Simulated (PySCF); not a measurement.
C₂H₄BFO₂, SMILES O(C)B(F)C=O. Geometry: PBE-D3(BJ)/def2-SVP. The structure was generated by enumeration, and PubChem lists no compound with its InChIKey, so it may never have been made. The values are those of a single conformer.

Method: PBE-D3(BJ)/def2-SVP (PySCF).

Harmonic wavenumbers (cm⁻¹): 82, 124, 168, 220, 271, 385, 446, 561, 713, 921, 1045, 1149, 1154, 1258, 1372, 1383, 1422, 1438, 1502, 1741, 2738, 2972, 3063, 3091. Rotational constants (GHz): 3.877, 3.600, 1.889; symmetry number 1.

Q: Work out the zero-point energy and the ideal-gas rigid-rotor harmonic-oscillator thermochemistry at 298.15 K and 1 atm.

A: ZPE = ½ Σ hcν = ½ × 29217 cm⁻¹ = 174.75 kJ/mol. H − E(el) = 195.47 kJ/mol. Entropy in J/(mol K): translation 164.85, rotation 112.56, vibration 66.82, total 344.22. G − E(el) = 92.84 kJ/mol. Cp = 100.53 J/(mol K). Modes under 150 cm⁻¹ make the vibrational entropy uncertain.
